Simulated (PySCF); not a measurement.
Si(H)(F)(Cl)(Me) (CH₄ClFSi), SMILES C[SiH](F)Cl. Heavy atoms are numbered as in [SiH:1]([CH3:2])([F:3])[Cl:4]. Hydrogens are named by the atom that carries them.

Geometry optimised at ωB97X-D3(BJ)/def2-SVP.

Method: PySCF with PBE0/pcSseg-1.

GIAO shieldings, no solvent; atoms alike by connectivity are averaged. δ = σ(ref) − σ: ²⁹Si against TMS (σ = 352.7 ppm); ¹³C against TMS (σ = 186.3 ppm); ¹⁹F against CFCl3 (σ = 167.2 ppm); ³⁵Cl against HCl (σ = 945.9 ppm); ¹H against TMS (σ = 31.56 ppm), references at their B3LYP-D3(BJ)/def2-TZVP geometries, non-relativistic (without spin–orbit terms, shifts of atoms bonded to Cl or Br come out too high).

Question: Estimate the chemical shifts. (An estimate is asked for; the answer gives what the named calculation found.)

Answer: 
```tsv
nucleus	atoms	count	δ (ppm)
²⁹Si	Si1 (SiH)	1	23.4
¹³C	C2 (CH3)	1	5.6
¹⁹F	F3	1	-161.0
³⁵Cl	Cl4	1	64.1
¹H	H on Si1	1	5.76
¹H	H on C2	3	0.88
```
